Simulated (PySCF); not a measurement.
Computed IR spectrum (relative IR intensity) of a molecule ClFH5NSi2. Coordinates come from a PBE-D3(BJ)/def2-SVP optimisation. One conformer was computed; it need not be the lowest. All values below come from PBE-D3(BJ)/def2-SVP in PySCF. Frequencies are harmonic and unscaled.

Lines under 2 % of the strongest are left out, and lines within 2 cm⁻¹ are merged.

ν (cm⁻¹): 74 (vw), 230 (w), 309 (m), 418 (s), 427 (m), 479 (m), 500 (vs), 666 (m), 720 (w), 773 (s), 820 (w), 852 (vs), 860 (vs), 904 (vw), 913 (vs), 1493 (m), 2154 (s), 2175 (s), 2188 (s), 3484 (m), 3582 (m) (against the strongest line: vs over 80 %, s over 45 %, m over 15 %, w over 4 %, vw less)

Question: Identify the compound among the candidates.
A) N[Si@@H](Cl)[SiH2]F
B) N[Si@@H](F)[SiH2]Cl
C) F[SiH2]N[SiH2]Cl
D) F[Si@H](Cl)N[SiH3]

Answer: A, N[Si@@H](Cl)[SiH2]F
